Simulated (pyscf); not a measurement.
•O–PH₂ → HO–PH• (hydrogen shift; doublet surface; H–P broken, H–O formed). PySCF, gas phase, ωB97X-D3(BJ)/def2-SVP geometries. Correlated levels are frozen-core, on RHF or UHF. ΔMP2 is the change of the MP2 total energy from the triple- to the quadruple-zeta basis. Energies in eV from the reactant's lowest minimum found.

| level | barrier | reaction energy |
|---|---|---|
| ωB97X-D3(BJ)/def2-TZVP | 1.90 | -0.29 |
| PBE/def2-TZVP | 1.74 | -0.20 |
| B3LYP-D3(BJ)/def2-TZVP | 1.88 | -0.26 |
| ωB97M-D3(BJ)/def2-TZVP | 1.82 | -0.36 |
| MP2/def2-QZVPP | 2.21 | -0.37 |
| CCSD/def2-TZVPP | 1.90 | -0.44 |
| CCSD(T)/def2-TZVPP + ΔMP2(QZVPP) | 1.90 | -0.37 |

One saddle was located; it need not be the lowest between these sides. The CCSD(T) − MP2 part came from Ansatz, without density fitting, on the same reference.
